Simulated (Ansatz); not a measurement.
GaSi₄ (the lowest doublet isomer of a short search) was relaxed with B3LYP-D4 (def2-SVP) in Ansatz in these states: neutral doublet, neutral quartet. The geometries follow in no particular order.

A:

| atom | x (Å) | y (Å) | z (Å) |
| --- | --- | --- | --- |
| Ga1 | 0.534 | -2.474 | -0.500 |
| Si2 | 1.033 | 0.379 | 0.359 |
| Si3 | 0.473 | 2.212 | -0.910 |
| Si4 | -0.764 | -0.980 | 1.187 |
| Si5 | -1.275 | 0.863 | -0.136 |

B:

```xyz
5

Ga   -0.038    1.748   -1.054
Si    1.000   -0.153    1.223
Si   -1.227    0.761    1.035
Si    1.260   -1.188   -0.805
Si   -0.995   -1.168   -0.399
```

Q: Judge from the bond lengths which geometry belongs to which state (an estimate).

A: A is the neutral doublet (Ga1–Si4 2.601 Å, Si2–Si5 2.410 Å, Si2–Si3 2.300 Å); B is the neutral quartet (Ga1–Si4 3.219 Å, Si2–Si5 2.765 Å, Si2–Si3 2.414 Å).

At PBE0-D4/def2-TZVP a doublet lies 0.75 eV below the neutral quartet. These are the stationary points nearest to one start from a short search; other shapes may lie lower in each state.
